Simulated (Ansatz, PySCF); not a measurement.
iodoethane (C2H5I), SMILES CCI. Atoms are numbered in the order given.

```xyz
8

C     -0.4243     2.4144     0.0000
C      0.6907     1.3988     0.0000
I     -0.0402    -0.6392     0.0000
H     -1.0623     2.3176     0.8903
H      0.0078     3.4294     0.0000
H     -1.0623     2.3176    -0.8903
H      1.3252     1.4656     0.8928
H      1.3252     1.4656    -0.8928
```
Charge 0, spin multiplicity 1.

Coordinates come from a PBE0-D3(BJ)/def2-SVP optimisation. The def2 effective core potentials stand for the cores of I; spin–orbit coupling is left out.

Vertical ionisation energy (IE) and electron affinity (EA) in eV. Rows of orbital energies are one-electron estimates. Where ΔSCF, EOM or ADC give a negative EA the extra electron is unbound and the value depends on the basis.

```csv
level,IE,EA
"−ε(HOMO), −ε(LUMO), B3LYP/def2-TZVPD (PySCF)",…,…
"−ε(HOMO), −ε(LUMO), PBE/def2-TZVPD (PySCF)",6.08,1.78
"ΔSCF, PBE0/def2-SVPD (Ansatz), final states of multiplicity 2 and 2",9.53,-0.65
"ΔSCF, PBE/def2-SVPD (Ansatz), final states of multiplicity 2 and 2",9.43,-0.54
```

Problem. Fill in the missing entries. (An estimate is asked for; the answer gives what the named calculation found.)

Solution. 
- −ε(HOMO), −ε(LUMO), B3LYP/def2-TZVPD (PySCF), IE: 6.98
- −ε(HOMO), −ε(LUMO), B3LYP/def2-TZVPD (PySCF), EA: 1.15

Problem. What vertical singlet–triplet gap does ΔSCF give with PBE0/def2-SVPD (Ansatz, a quantum-chemistry and plane-wave program) and with PBE/def2-SVPD (Ansatz)? (Estimate from the structure and the level; the computed values follow.)

Solution. 4.40 and 4.34 eV (triplet above singlet where positive).
